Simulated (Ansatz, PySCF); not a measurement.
Pair of molecules: CH4O (SMILES CO) (first 6 atoms) with CH2O2 (SMILES O=CO); geometry from B3LYP-D3(BJ)/def2-TZVP, rigid monomers moved along the line of their centres of mass till O2···H11 is 1.58 Å.
(charge 0, multiplicity 1):
```xyz
11

C     -0.18960    -0.35027     0.18299
O      0.48930    -0.80552     1.35223
H     -0.90401     0.44544     0.41406
H     -0.72878    -1.20179    -0.22782
H      0.51964     0.01102    -0.56554
H      0.93740    -0.05470     1.77985
O      0.81917     0.85092     3.39333
C      0.00877     0.21679     4.03063
O     -0.64697    -0.85091     3.60512
H     -0.27525     0.47028     5.05976
H     -0.35860    -1.04220     2.66891
```

Counterpoise-corrected where a basis set is named; no monomer relaxation. Rows marked so take none.

Correlated levels freeze the cores. Rows in 3-21G, 6-31G* carry no dispersion term and start afresh at each structure (6-31G* with six Cartesian d functions). MP2/6-31G* freezes PySCF's default core.

Programs: Ansatz (Gaussian orbitals); PySCF for 3-21G rows, 6-31G* rows, the dispersion terms. Values without a source in brackets are computed.

Other levels give for the interaction energy: PBE/def2-TZVPPD -10.28; B3LYP/def2-TZVPPD -8.98; B3LYP-D3(BJ)/def2-TZVPPD -11.27; wB97M-V/def2-TZVPPD -10.93; CCSD(T)/aug-cc-pVDZ -8.22 kcal/mol.

Common cheap choices:

```
level                            interaction energy (kcal/mol)
-------------------------------  -----------------------------
HF/3-21G (no counterpoise)                              -20.46
HF/6-31G*                                                -6.35
HF/6-31G* (no counterpoise)                              -9.30
B3LYP/3-21G (no counterpoise)                           -26.54
B3LYP/6-31G*                                             -9.83
M06-2X/6-31G* (no counterpoise)                         -15.70
MP2/6-31G*                                               -7.79
MP2/6-31G* (no counterpoise)                            -13.79
```

Ansatz is a quantum-chemistry and plane-wave program.
